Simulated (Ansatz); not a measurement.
Start from `C[SiH]1NCS1` and change one atom or group to get `C1N[SiH2]S1`.

Ansatz, PBE0-D4/def2-TZVP geometries, multiplicity 1. 

```csv
property,`C[SiH]1NCS1`
HOMO–LUMO gap (PBE/def2-TZVPP) / eV,4.70
HOMO–LUMO gap (B3LYP/def2-TZVPP) / eV,6.37
size of the dipole moment (PBE/def2-TZVPP) / D,2.03
HOMO–LUMO gap (PBE0/def2-TZVPP) / eV,6.81
LUMO energy (PBE/def2-TZVPP) / eV,-0.72
HOMO energy (ωB97M-V/def2-TZVPP) / eV,-8.84
```

**Question.** Give the same properties after the change, and the shifts. (Estimate.)

**Answer.** The calculation gave: 
| property | `C1N[SiH2]S1` | shift |
| --- | --- | --- |
| HOMO–LUMO gap (PBE/def2-TZVPP) / eV | 4.32 | -0.38 |
| HOMO–LUMO gap (B3LYP/def2-TZVPP) / eV | 5.98 | -0.39 |
| size of the dipole moment (PBE/def2-TZVPP) / D | 2.13 | 0.10 |
| HOMO–LUMO gap (PBE0/def2-TZVPP) / eV | 6.42 | -0.39 |
| LUMO energy (PBE/def2-TZVPP) / eV | -1.25 | -0.53 |
| HOMO energy (ωB97M-V/def2-TZVPP) / eV | -8.99 | -0.15 |

With PBE0 the HOMO falls by 0.16 eV and the LUMO falls by 0.55 eV, so the gap narrows by about 0.39 eV. PBE moves the HOMO by -0.16 eV and ωB97M-V by -0.15 eV. Dipoles are sizes alone; their direction can turn.

B3LYP here is the variant with VWN-RPA as its local correlation; programs differ in this.
